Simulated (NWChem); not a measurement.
System: C₂H₃AgClN; SMILES [Cl][Ag]<-[N]#CC

Output (shortened):

```
             Northwest Computational Chemistry Package (NWChem) 7.3.0
             --------------------------------------------------------

                             Geometry "geometry" -> ""
                             -------------------------

 Output coordinates in angstroms (scale by  1.889725989 to convert to a.u.)

  No.       Tag          Charge          X              Y              Z
 ---- ---------------- ---------- -------------- -------------- --------------
    1 Ag                  47.0000     0.20445486     0.22693026    -0.32803180
    2 Cl                  17.0000     1.20542886     1.35604226    -1.92343180
    3 C                    6.0000    -1.89680014    -2.11891874     3.03418620
    4 C                    6.0000    -1.24615914    -1.39768874     1.99115220
    5 N                    7.0000    -0.72184514    -0.81535374     1.15122920
    6 H                    1.0000    -1.87947814    -1.52994974     3.95126120
    7 H                    1.0000    -1.38074014    -3.06423374     3.20222920
    8 H                    1.0000    -2.93077914    -2.31713574     2.75171020

 Effective nuclear repulsion energy (a.u.)     467.9306773405

                           NWChem Geometry Optimization
                           ----------------------------

 maximum gradient threshold         (gmax) =   0.000450
 rms gradient threshold             (grms) =   0.000300
 maximum cartesian step threshold   (xmax) =   0.001800
 rms cartesian step threshold       (xrms) =   0.001200
 fixed trust radius                (trust) =   0.300000
 source of zmatrix                         =

          -------------------
          Energy Minimization
          -------------------

 Using diagonal initial Hessian

          --------
          Step   0

                                 NWChem DFT Module
                                 -----------------

 Summary of "ao basis" -> "ao basis" (spherical)
 ------------------------------------------------------------------------------
       Tag                 Description            Shells   Functions and Types
 ---------------- ------------------------------  ------  ---------------------
 Ag                         def2-svp                11       31   5s3p2d1f
 Cl                         def2-svp                 8       18   4s3p1d
 C                          def2-svp                 6       14   3s2p1d
 N                          def2-svp                 6       14   3s2p1d
 H                          def2-svp                 3        5   2s1p

            General Information
            -------------------
          SCF calculation type: DFT
          Wavefunction type:  closed shell.
          No. of atoms     :     8
          No. of electrons :    58
           Alpha electrons :    29
            Beta electrons :    29
          Charge           :     0
          Spin multiplicity:     1
          Use of symmetry is: off; symmetry adaption is: off
          Maximum number of iterations: 150
          AO basis - number of functions:   106
                     number of shells:    46
          Convergence on energy requested:  1.00D-06
          Convergence on density requested:  1.00D-05
          Convergence on gradient requested:  5.00D-04

              XC Information
              --------------
                         PBE0 Method XC Functional
                     Hartree-Fock (Exact) Exchange  0.250
          PerdewBurkeErnzerhof Exchange Functional  0.750
            Perdew 1991 LDA Correlation Functional  1.000 local
           PerdewBurkeErnz. Correlation Functional  1.000 non-local

             Grid Information
             ----------------
          Grid used for XC integration:  medium
          Radial quadrature: Mura-Knowles
          Angular quadrature: Lebedev.
          Tag              B.-S. Rad. Rad. Pts. Rad. Cut. Ang. Pts.
          ---              ---------- --------- --------- ---------
          Ag                  1.60      123          12.0       590
          Cl                  1.00       88          13.0       590
          C                   0.70       49          14.0       434
          N                   0.65       49          10.0       434
          H                   0.35       45          15.0       434
          Grid pruning is: on
          Number of quadrature shells:   493
          Spatial weights used:  Erf1

      Superposition of Atomic Density Guess
      -------------------------------------

 Sum of atomic energies:        -757.97169887

      Non-variational initial energy
      ------------------------------

 Total energy =    -738.056278
 1-e energy   =   -1559.221655
 2-e energy   =     574.957431
 HOMO         =      -0.416973
 LUMO         =      -0.046531

   convergence    iter        energy       DeltaE   RMS-Dens  Diis-err
 ---------------- ----- ----------------- --------- --------- ---------
 d= 0,ls=0.0,diis     1   -739.2676155858 -9.85D+02  2.30D-02  9.77D-01
 d= 0,ls=0.0,diis     2   -738.5531478597  7.14D-01  1.74D-02  7.64D+00
 d= 0,ls=0.0,diis     3   -739.4127238980 -8.60D-01  2.69D-03  4.66D-02
 d= 0,ls=0.0,diis     4   -739.4107749807  1.95D-03  1.38D-03  6.81D-02
 d= 0,ls=0.0,diis     5   -739.4179149014 -7.14D-03  3.61D-04  1.90D-03
  Resetting Diis
 d= 0,ls=0.0,diis     6   -739.4181295924 -2.15D-04  1.05D-04  7.91D-05
 d= 0,ls=0.0,diis     7   -739.4181411780 -1.16D-05  4.72D-05  9.60D-06
 d= 0,ls=0.0,diis     8   -739.4181409234  2.55D-07  2.71D-05  1.16D-05
 d= 0,ls=0.0,diis     9   -739.4181422456 -1.32D-06  5.05D-06  9.19D-07
 d= 0,ls=0.0,diis    10   -739.4181423462 -1.01D-07  1.27D-06  2.06D-08

         Total DFT energy =     -739.418142346250
      One electron energy =    -1565.368211056383
           Coulomb energy =      640.662728997658
    Exchange-Corr. energy =      -60.920605896951
 Nuclear repulsion energy =      246.207945609426

 Numeric. integr. density =       58.000003007959

                       DFT Final Molecular Orbital Analysis
                       ------------------------------------

 Vector   27  Occ=2.000000D+00  E=-2.569262D-01
              MO Center=  6.6D-01,  7.4D-01, -1.0D+00, r^2= 2.6D+00
   Bfn.  Coefficient  Atom+Function         Bfn.  Coefficient  Atom+Function
  ----- ------------  ---------------      ----- ------------  ---------------
     4      0.468489  1 Ag s                 16      0.342533  1 Ag d -1
    18     -0.303634  1 Ag d  1              44      0.303061  2 Cl pz
     2     -0.261057  1 Ag s                 41      0.220772  2 Cl pz
    15     -0.214908  1 Ag d -2              43     -0.214297  2 Cl py
    42     -0.190062  2 Cl px                40     -0.156121  2 Cl py

 Vector   28  Occ=2.000000D+00  E=-2.401627D-01
              MO Center=  1.0D+00,  1.2D+00, -1.6D+00, r^2= 2.1D+00
   Bfn.  Coefficient  Atom+Function         Bfn.  Coefficient  Atom+Function
  ----- ------------  ---------------      ----- ------------  ---------------
    42      0.542709  2 Cl px                39      0.383322  2 Cl px
    43     -0.229911  2 Cl py                36      0.225139  2 Cl px
    19     -0.203743  1 Ag d  2              44      0.177821  2 Cl pz
    18     -0.174547  1 Ag d  1              40     -0.162386  2 Cl py
    16     -0.144037  1 Ag d -1              41      0.125593  2 Cl pz

 Vector   29  Occ=2.000000D+00  E=-2.401626D-01
              MO Center=  1.0D+00,  1.2D+00, -1.6D+00, r^2= 2.1D+00
   Bfn.  Coefficient  Atom+Function         Bfn.  Coefficient  Atom+Function
  ----- ------------  ---------------      ----- ------------  ---------------
    43      0.475308  2 Cl py                44      0.383905  2 Cl pz
    40      0.335736  2 Cl py                41      0.271126  2 Cl pz
    17      0.269222  1 Ag d  0              37      0.197188  2 Cl py
    38      0.159244  2 Cl pz                15     -0.142355  1 Ag d -2
    19      0.117021  1 Ag d  2              16      0.082320  1 Ag d -1

 Vector   30  Occ=0.000000D+00  E=-2.804357D-02
              MO Center= -1.0D+00, -1.1D+00,  1.7D+00, r^2= 4.0D+00
   Bfn.  Coefficient  Atom+Function         Bfn.  Coefficient  Atom+Function
  ----- ------------  ---------------      ----- ------------  ---------------
    93      0.504945  6 H  s                 71     -0.409822  4 C  py
    85      0.362612  5 N  py                68     -0.358174  4 C  py
    72     -0.325731  4 C  pz                86      0.290611  5 N  pz
    69     -0.286387  4 C  pz                82     -0.286933  5 N  py
    98     -0.272371  7 H  s                 83     -0.230001  5 N  pz

 Vector   31  Occ=0.000000D+00  E=-2.804099D-02
              MO Center= -1.1D+00, -1.2D+00,  1.6D+00, r^2= 4.0D+00
   Bfn.  Coefficient  Atom+Function         Bfn.  Coefficient  Atom+Function
  ----- ------------  ---------------      ----- ------------  ---------------
    70      0.464633  4 C  px               103      0.449287  8 H  s
    98     -0.421078  7 H  s                 84     -0.412649  5 N  px
    67      0.407123  4 C  px                81      0.326562  5 N  px
    12     -0.212928  1 Ag px                56      0.205058  3 C  px
    71     -0.200379  4 C  py               102      0.180439  8 H  s

 Vector   32  Occ=0.000000D+00  E= 2.737482D-03
              MO Center= -8.1D-01, -9.1D-01,  1.3D+00, r^2= 9.3D+00
   Bfn.  Coefficient  Atom+Function         Bfn.  Coefficient  Atom+Function
  ----- ------------  ---------------      ----- ------------  ---------------
    52      1.580596  3 C  s                  5     -0.938873  1 Ag s
    98     -0.591441  7 H  s                103     -0.589013  8 H  s
    66     -0.583210  4 C  s                 93     -0.584611  6 H  s
    80      0.511294  5 N  s                 14     -0.275586  1 Ag pz
    51      0.202075  3 C  s                 13      0.195834  1 Ag py

     Multipole analysis of the density
     ---------------------------------

     L   x y z        total         alpha         beta         nuclear
     -   - - -        -----         -----         ----         -------
     0   0 0 0     -0.000000    -29.000000    -29.000000     58.000000

     1   1 0 0     -2.017644      4.400269      4.400269    -10.818183
     1   0 1 0     -2.259647      4.873881      4.873881    -12.007408
     1   0 0 1      3.224201     -7.066363     -7.066363     17.356926

     2   2 0 0    -34.248511   -149.390377   -149.390377    264.532243
     2   1 1 0      2.625831   -143.766478   -143.766478    290.158787
     2   1 0 1     -3.792195    204.937284    204.937284   -413.666763
     2   0 2 0    -33.699577   -182.282945   -182.282945    330.866312
     2   0 1 1     -4.209450    229.714910    229.714910   -463.639269
     2   0 0 2    -30.534619   -348.589211   -348.589211    666.643804

            General Information
            -------------------
          SCF calculation type: DFT
          Wavefunction type:  closed shell.
          No. of atoms     :     8
          No. of electrons :    58
           Alpha electrons :    29
            Beta electrons :    29
          Charge           :     0
          Spin multiplicity:     1
          Use of symmetry is: off; symmetry adaption is: off
          Maximum number of iterations: 150
          AO basis - number of functions:   106
                     number of shells:    46
          Convergence on energy requested:  1.00D-06
          Convergence on density requested:  1.00D-05
          Convergence on gradient requested:  5.00D-04

              XC Information
              --------------
                         PBE0 Method XC Functional
                     Hartree-Fock (Exact) Exchange  0.250
          PerdewBurkeErnzerhof Exchange Functional  0.750
            Perdew 1991 LDA Correlation Functional  1.000 local
           PerdewBurkeErnz. Correlation Functional  1.000 non-local

             Grid Information
             ----------------
          Grid used for XC integration:  medium
          Radial quadrature: Mura-Knowles
          Angular quadrature: Lebedev.
          Tag              B.-S. Rad. Rad. Pts. Rad. Cut. Ang. Pts.
          ---              ---------- --------- --------- ---------
          Ag                  1.60      123          12.0       590
          Cl                  1.00       88          13.0       590
          C                   0.70       49          14.0       434
          N                   0.65       49          10.0       434
          H                   0.35       45          15.0       434
          Grid pruning is: on
          Number of quadrature shells:   493
          Spatial weights used:  Erf1

   convergence    iter        energy       DeltaE   RMS-Dens  Diis-err
 ---------------- ----- ----------------- --------- --------- ---------
 d= 0,ls=0.0,diis     1   -739.4187997329 -9.84D+02  9.67D-04  1.07D-02
 d= 0,ls=0.0,diis     2   -739.4195037246 -7.04D-04  2.40D-04  2.42D-04
 d= 0,ls=0.0,diis     3   -739.4194740376  2.97D-05  1.47D-04  5.65D-04
 d= 0,ls=0.0,diis     4   -739.4195345095 -6.05D-05  3.46D-05  4.81D-05
 d= 0,ls=0.0,diis     5   -739.4195395583 -5.05D-06  1.36D-05  1.66D-06
 d= 0,ls=0.0,diis     6   -739.4195397093 -1.51D-07  5.47D-06  5.09D-07

         Total DFT energy =     -739.419539709320
      One electron energy =    -1561.944027672412
           Coulomb energy =      638.959241181179
    Exchange-Corr. energy =      -60.900495745655
 Nuclear repulsion energy =      244.465742527568

[...]

      ----------------------
      Optimization converged
      ----------------------

  Step       Energy      Delta E   Gmax     Grms     Xrms     Xmax
  ---- ---------------- -------- -------- -------- -------- --------
@   10    -739.42098958 -1.3D-06  0.00026  0.00011  0.00070  0.00149
                                     ok       ok       ok       ok

                         Geometry "geometry" -> "geometry"
                         ---------------------------------

 Output coordinates in angstroms (scale by  1.889725989 to convert to a.u.)

  No.       Tag          Charge          X              Y              Z
 ---- ---------------- ---------- -------------- -------------- --------------
    1 Ag                  47.0000     0.23219726     0.25566256    -0.35403438
    2 Cl                  17.0000     1.24825220     1.40790994    -2.04050214
    3 C                    6.0000    -1.91364924    -2.13758146     3.05674745
    4 C                    6.0000    -1.24049454    -1.39360344     2.01403293
    5 N                    7.0000    -0.70790223    -0.80314566     1.17946387
    6 H                    1.0000    -1.91131138    -1.55988062     3.99231509
    7 H                    1.0000    -1.39934017    -3.09523214     3.22336523
    8 H                    1.0000    -2.95367002    -2.33443713     2.75891653

 Effective nuclear repulsion energy (a.u.)     455.3022238968

 ==============================================================================
                                internuclear distances
 ------------------------------------------------------------------------------
       center one      |      center two      | atomic units |  angstroms
 ------------------------------------------------------------------------------
    2 Cl               |   1 Ag               |     4.31098  |     2.28127
    4 C                |   3 C                |     2.73449  |     1.44703
    5 N                |   1 Ag               |     3.94427  |     2.08722
    5 N                |   4 C                |     2.17836  |     1.15274
    6 H                |   3 C                |     2.07787  |     1.09956
    7 H                |   3 C                |     2.07816  |     1.09971
    8 H                |   3 C                |     2.07792  |     1.09959
 ------------------------------------------------------------------------------
                         number of included internuclear distances:          7
 ==============================================================================
```

Level: PBE0/def2-SVP with def2 effective core potentials on Ag. Not confirmed as a minimum by frequencies. def2 effective core potentials on Ag; no spin-orbit coupling.

Problem. Write an input that gives this output.

Solution. Several could match; the one computed here: the input that was run:
```
start job
memory heap 200 mb stack 900 mb global 1100 mb
geometry units angstroms noautosym noautoz
  Ag     0.146473     0.162220    -0.235236
  Cl     1.147447     1.291332    -1.830636
  C     -1.954782    -2.183629     3.126982
  C     -1.304141    -1.462399     2.083948
  N     -0.779827    -0.880064     1.244025
  H     -1.937460    -1.594660     4.044057
  H     -1.438722    -3.128944     3.295025
  H     -2.988761    -2.381846     2.844506
end
basis spherical
  * library def2-svp
end
ecp
  Ag library def2-ecp
end
dft
  xc pbe0
  iterations 150
end
driver
  maxiter 120
end
task dft optimize
```
